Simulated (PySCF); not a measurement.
Lowest empty level (eV) of eight silicon and germanium compounds: PBE beside r2SCAN, computed with PySCF for isolated molecules in the bases named; differences from unrounded values. The eight are the first of their class met in an unordered collection, after screening for sound electronic states; none was chosen by its value. Each molecule has one DFT geometry for both levels.

```tsv
molecule	basis	r2SCAN	PBE	difference
C3H5FSi, SMILES FC=C=C[SiH3]	def2-TZVP	-1.86	-2.05	-0.18
CH7NOSi, SMILES C[Si@H](N)O	def2-TZVP	0.73	0.00	-0.73
Si(Cl)2(F)(SH) (Cl2FHSSi), SMILES F[Si](S)(Cl)Cl	def2-TZVP	-1.20	-1.52	-0.32
ClGeH3S3, SMILES [SH][Ge]([SH])([SH])[Cl]	def2-TZVP	-2.20	-2.40	-0.19
CH4F2OSSi, SMILES CS[Si](O)(F)F	def2-TZVP	-0.71	-1.05	-0.33
C2H6N2OSi, SMILES N[Si@@H]1COC=N1	def2-TZVP	-0.78	-1.04	-0.25
ClH₆NOSi₂, SMILES N[SiH2]O[SiH2]Cl	def2-TZVP	-0.12	-0.54	-0.42
C2H3ClFNSi, SMILES C#C[Si@@](N)(F)Cl	def2-TZVP	-1.34	-1.56	-0.23
```

PBE lies below r2SCAN in 8 and above it in 0 of the eight; the mean signed difference is -0.33 and the largest -0.73 eV.
